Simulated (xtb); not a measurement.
xtb input (GFN2-xTB):

```bash
xtb mol.xyz --gfn 2 --ohess tight --chrg -1 --uhf 0
```
mol.xyz:
```
14

Si    -0.08839963    -0.16071224     0.47589303
C      1.73399954     0.11174665     0.07292421
C     -0.75447203    -1.43121550    -0.65374315
C     -0.96399269     1.39514725     0.25115171
O     -0.23698863    -0.71914352     2.05339616
H      1.87233852     0.47502430    -0.92317064
H      2.32739317    -0.78644381     0.26886726
H      2.11882344     0.90420225     0.76368843
H     -0.59039124    -1.10238142    -1.73333418
H     -1.80295540    -1.66144699    -0.49648982
H     -0.13140536    -2.39194691    -0.52383872
H     -2.07791285     1.24622756     0.44966320
H     -0.86644858     1.74344079    -0.79922462
H     -0.58787411     2.17131429     0.93373402
```

Output:

```
           -------------------------------------------------
          |                Calculation Setup                |
           -------------------------------------------------

           -------------------------------------------------
          |                 G F N 2 - x T B                 |
           -------------------------------------------------

        Reference                      10.1021/acs.jctc.8b01176
      * Hamiltonian:
        H0-scaling (s, p, d)           1.850000    2.230000    2.230000
        zeta-weighting                 0.500000
      * Dispersion:
        s8                             2.700000
        a1                             0.520000
        a2                             5.000000
        s9                             5.000000
      * Repulsion:
        kExp                           1.500000    1.000000
        rExp                           1.000000
      * Coulomb:
        alpha                          2.000000
        third order                    shell-resolved
        anisotropic                    true
        a3                             3.000000
        a5                             4.000000
        cn-shift                       1.200000
        cn-exp                         4.000000
        max-rad                        5.000000

          ...................................................
          :                      SETUP                      :
          :.................................................:
          :  # basis functions                  35          :
          :  # atomic orbitals                  34          :
          :  # shells                           20          :
          :  # electrons                        32          :
          :  max. iterations                   250          :
          :  Hamiltonian                  GFN2-xTB          :
          :  restarted?                      false          :
          :  GBSA solvation                  false          :
          :  PC potential                    false          :
          :  electronic temp.          300.0000000     K    :
          :  accuracy                    1.0000000          :
          :  -> integral cutoff          0.2500000E+02      :
          :  -> integral neglect         0.1000000E-07      :
          :  -> SCF convergence          0.1000000E-05 Eh   :
          :  -> wf. convergence          0.1000000E-03 e    :
          :  Broyden damping             0.4000000          :
          :  net charge                         -1          :
          :  unpaired electrons                  0          :
          ...................................................

 iter      E             dE          RMSdq      gap      omega  full diag
   1    -17.0599241 -0.170599E+02  0.512E+00    8.46       0.0  T
   2    -17.1829675 -0.123043E+00  0.652E+00    6.65       1.0  T
   3    -17.1965433 -0.135758E-01  0.589E+00    6.87       1.0  T
   4    -17.0989699  0.975733E-01  0.360E+00    5.99       1.0  T
   5    -17.2061550 -0.107185E+00  0.729E-01    7.15       1.0  T
   6    -17.2073539 -0.119895E-02  0.154E-01    7.34       1.0  T
[...]
           -------------------------------------------------
          |               Frequency Printout                |
           -------------------------------------------------
 projected vibrational frequencies (cm⁻¹)
eigval :       -0.00    -0.00    -0.00    -0.00     0.00     0.00
eigval :       79.96   102.13   103.07   178.17   178.37   229.97
eigval :      284.67   284.71   611.98   666.17   666.43   755.05
eigval :      768.34   768.37   807.54   825.45   825.58  1248.78
eigval :     1369.67  1369.78  1374.37  1528.65  1534.34  1534.49
eigval :     1543.24  1543.29  1550.96  2985.14  2985.61  2989.85
eigval :     2996.24  2998.77  2999.08  3008.50  3008.70  3010.32
 reduced masses (amu)
   1: 11.07   2: 15.57   3: 11.89   4: 15.60   5: 13.13   6: 13.36   7:  1.08   8:  1.32
   9:  1.31  10:  9.18  11:  9.17  12: 12.15  13: 15.15  14: 15.15  15: 10.96  16: 13.43
  17: 13.42  18:  2.58  19:  3.16  20:  3.17  21:  4.76  22:  7.80  23:  7.79  24: 20.38
Refinement of some symmetry elements was terminated before convergence was reached.
Some symmetry elements may remain unidentified.
Molecule has the following symmetry elements: (C3) 3*(sigma)
It seems to be the C3v point group
  25:  3.15  26:  3.15  27:  3.40  28:  1.66  29:  1.64  30:  1.64  31:  1.64  32:  1.64
  33:  1.63  34:  1.90  35:  1.91  36:  1.95  37:  1.90  38:  1.92  39:  1.92  40:  1.33
  41:  1.33  42:  1.31
 IR intensities (km·mol⁻¹)
   1:  2.73   2: 12.35   3:  3.69   4:  9.21   5:  5.28   6:  7.52   7:  0.00   8:  0.02
   9:  0.02  10:  0.28  11:  0.26  12:  0.42  13: 39.59  14: 39.71  15:  5.45  16: 59.36
  17: 59.06  18:  0.00  19:  0.80  20:  0.74  21: 95.49  22:218.90  23:218.43  24:346.24
  25:  0.24  26:  0.24  27:  6.52  28:  0.01  29:  6.31  30:  6.38  31:  1.35  32:  1.45
  33: 10.73  34: 16.50  35: 17.43  36:  0.44  37:364.05  38:168.09  39:166.99  40:139.03
  41:136.28  42:  1.76
 Raman intensities (Ä⁴*amu⁻¹)
   1:  0.00   2:  0.00   3:  0.00   4:  0.00   5:  0.00   6:  0.00   7:  0.00   8:  0.00
   9:  0.00  10:  0.00  11:  0.00  12:  0.00  13:  0.00  14:  0.00  15:  0.00  16:  0.00
  17:  0.00  18:  0.00  19:  0.00  20:  0.00  21:  0.00  22:  0.00  23:  0.00  24:  0.00
  25:  0.00  26:  0.00  27:  0.00  28:  0.00  29:  0.00  30:  0.00  31:  0.00  32:  0.00
  33:  0.00  34:  0.00  35:  0.00  36:  0.00  37:  0.00  38:  0.00  39:  0.00  40:  0.00
  41:  0.00  42:  0.00
 output can be read by thermo (or use thermo option).
 writing <g98.out> molden fake output.
 recommended (thermochemical) frequency scaling factor: 1.0
           -------------------------------------------------
          |             Thermodynamic Functions             |
           -------------------------------------------------

c3v symmetry found (for desy threshold:  0.10E+00) used in thermo

          ...................................................
          :                      SETUP                      :
          :.................................................:
          :  # frequencies                          36      :
          :  # imaginary freq.                       0      :
          :  linear?                             false      :
          :  only rotor calc.                    false      :
          :  symmetry                              c3v      :
          :  rotational number                       3      :
          :  scaling factor                  1.0000000      :
          :  rotor cutoff                   50.0000000 cm⁻¹ :
          :  imag. cutoff                  -20.0000000 cm⁻¹ :
          :.................................................:

    mode    ω/cm⁻¹     T·S(HO)/kcal·mol⁻¹    T·S(FR)/kcal·mol⁻¹   T·S(vib)
   ------------------------------------------------------------------------
       1     79.96    -1.16039 ( 86.74%)    -0.91707 ( 13.26%)    -1.12812
       2    102.13    -1.01769 ( 94.57%)    -0.84466 (  5.43%)    -1.00829
       3    103.07    -1.01234 ( 94.75%)    -0.84193 (  5.25%)    -1.00340
       4    178.17    -0.69990 ( 99.38%)    -0.67992 (  0.62%)    -0.69978
       5    178.37    -0.69929 ( 99.39%)    -0.67960 (  0.61%)    -0.69917
       6    229.97    -0.56028 ( 99.78%)    -0.60437 (  0.22%)    -0.56038
       7    284.67    -0.44885 ( 99.90%)    -0.54118 (  0.10%)    -0.44894
       8    284.71    -0.44877 ( 99.90%)    -0.54113 (  0.10%)    -0.44886
   ------------------------------------------------------------------------

   temp. (K)  partition function   enthalpy   heat capacity  entropy
                                   cal/mol     cal/K/mol   cal/K/mol   J/K/mol
 298.15  VIB   218.                 3625.579     22.260     22.689
         ROT  0.479E+05              888.752      2.981     24.397
         INT  0.104E+08             4514.331     25.241     47.085
         TR   0.815E+27             1481.254      4.968     39.359
         TOT                        5995.5850    30.2092    86.4444   361.6835

       T/K    H(0)-H(T)+PV         H(T)/Eh          T*S/Eh         G(T)/Eh
   ------------------------------------------------------------------------
    298.15    0.955457E-02    0.122815E+00    0.410725E-01    0.817428E-01
   ------------------------------------------------------------------------

         :::::::::::::::::::::::::::::::::::::::::::::::::::::
Note: The following floating-point exceptions are signalling: IEEE_UNDERFLOW_FLAG IEEE_DENORMAL
normal termination of xtb
         ::                  THERMODYNAMIC                  ::
         :::::::::::::::::::::::::::::::::::::::::::::::::::::
         :: total free energy         -16.966778035126 Eh   ::
         ::.................................................::
         :: total energy              -17.048520846236 Eh   ::
         :: zero point energy           0.113260775813 Eh   ::
         :: G(RRHO) w/o ZPVE           -0.031517964703 Eh   ::
         :: G(RRHO) contrib.            0.081742811109 Eh   ::
         :::::::::::::::::::::::::::::::::::::::::::::::::::::

optimized geometry written to: xtbopt.xyz

           -------------------------------------------------
          | TOTAL ENERGY              -17.048520846236 Eh   |
          | TOTAL ENTHALPY            -16.925705497513 Eh   |
          | TOTAL FREE ENERGY         -16.966778035126 Eh   |
          | GRADIENT NORM               0.000206157095 Eh/α |
          | HOMO-LUMO GAP               8.016583213007 eV   |
           -------------------------------------------------

------------------------------------------------------------------------
------------------------------------------------------------------------
 total:
 SCF:
 ANC optimizer:
 analytical hessian:
```

It need not be the lowest isomer of its formula. Whether it binds its extra electron was not tested at this geometry.
